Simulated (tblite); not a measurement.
Compound: CH₁₁O₂PSi₃.
Numbering: `[CH3:1][SiH2:2][O:3][Si@@H:4]([PH2:5])[O:6][SiH3:7]` (hydrogens: H8, H9, H10 on C1; H11, H12 on Si2; H13 on Si4; H14, H15 on P5; H16, H17, H18 on Si7)

Geometry (GFN2-xTB, Å), atoms numbered from 1 in this order:
```xyz
18
CH11O2PSi3 angstrom
C      1.982    0.743   -0.801
Si     1.841   -0.989   -0.045
O      0.537   -1.071    0.930
Si    -0.922   -0.463    1.263
P     -0.655    1.657    1.908
O     -1.861   -0.443   -0.055
Si    -1.979   -0.299   -1.665
H      2.071    1.499   -0.023
H      1.096    0.983   -1.384
H      2.845    0.837   -1.453
H      2.941   -1.299    0.870
H      1.651   -2.018   -1.070
H     -1.533   -1.451    2.139
H     -1.901    1.772    2.500
H     -0.039    1.340    3.107
H     -0.955   -1.133   -2.294
H     -1.789    1.110   -2.012
H     -3.336   -0.768   -1.927
```

Calculated harmonic vibrations of the isolated species, GFN2-xTB (tblite), most abundant isotopes, no scaling. Errors from tens to a few hundred cm⁻¹ against measured bands are possible. Modes of hydrogen on phosphorus and silicon can be 10 to 20 % off. One conformer, not necessarily the lowest.

Harmonic wavenumbers (cm⁻¹): 28.4, 35.5, 51.7, 66.7, 72.7, 91.9, 104.7, 111.7, 140.2, 191.9, 233.7, 304.8, 456.8, 473.2, 565.9, 589.4, 597.2, 616.1, 627.6, 648.9, 668.1, 696.7, 706.7, 735.2, 756.1, 767.8, 781.8, 789.0, 814.9, 822.8, 848.5, 1051.2, 1083.1, 1141.5, 1370.9, 1476.1, 1480.1, 2225.1, 2239.4, 2249.5, 2260.5, 2288.7, 2293.5, 2315.0, 2376.4, 3015.9, 3020.1, 3048.1.

A = 1141, B = 997.5, C = 706.2 MHz; mass 169.980 u (most abundant isotopes); point group C1, symmetry number 1.

Problem. Zero-point energy?

Solution. ½Σν̃ = 24666 cm⁻¹ = 295.07 kJ/mol.

Problem. Give the ideal-gas entropy at 400 K and 1 bar in the rigid-rotor, harmonic-oscillator model (classical rotation).

Solution. Translation 179.01, rotation 130.73, vibration 265.19: S = 574.9 J/(mol K).

Problem. And Cp and H(400 K) − H(0)?

Solution. Cp = 241.76 J/(mol K), of which vibrations give 208.50 (their classical limit is 48 R = 399.1); H(400 K) − H(0) = 61.74 kJ/mol without the zero-point energy, 48.44 from vibrations.

Problem. Which modes carry the vibrational entropy at 400 K?

Solution. 28.4 cm⁻¹: 27.29; 35.5 cm⁻¹: 25.43; 51.7 cm⁻¹: 22.31; 66.7 cm⁻¹: 20.20; 72.7 cm⁻¹: 19.49; 91.9 cm⁻¹: 17.56 J/(mol K); the other 42 give 132.91 together.

Problem. How do the functions run with temperature in this model?

Solution. 
```
 T (K)  S (J/(mol K))  Cp (J/(mol K))  H − H(0) (kJ/mol)  G − H(0) (kJ/mol)  ln q(vib)
    50          279.2            84.4               2.86             -11.10       1.76
   100          347.1           111.6               7.84             -26.87       4.61
298.15          509.5           203.9              38.95            -112.94      13.48
373.15          558.5           232.8              55.37            -153.02      16.34
   500          632.1           270.0              87.39            -228.64      20.85
   750          751.7           319.5             161.55            -402.19      28.73
  1000          848.3           351.6             245.71            -602.57      35.55
```

q(vib) and H(0) count from the zero-point level.

Problem. What must be added to the electronic energy to get the Gibbs energy at 400 K and 1 bar?

Solution. ZPE + [H(400 K) − H(0)] − T·S = 295.07 + 61.74 − 229.98 = 126.83 kJ/mol.

Problem. Blend soft modes into free rotors: weight 1/[1 + (100 cm⁻¹/ν̃)⁴] for the oscillator and the rest for a rotor with moment μB/(μ + B), μ = h/(8π²ν), B = 10⁻⁴⁴ kg m². What vibrational entropy results?

Solution. 228.41 J/(mol K) in place of 265.19, which changes −T·S at 400 K by +14.71 kJ/mol.

Hindered rotation and anharmonicity are outside this model. Other conformers, if any are populated, would add a mixing term that is left out. The structure is chiral; the term R ln 2 for an equal mix with its mirror image is left out.
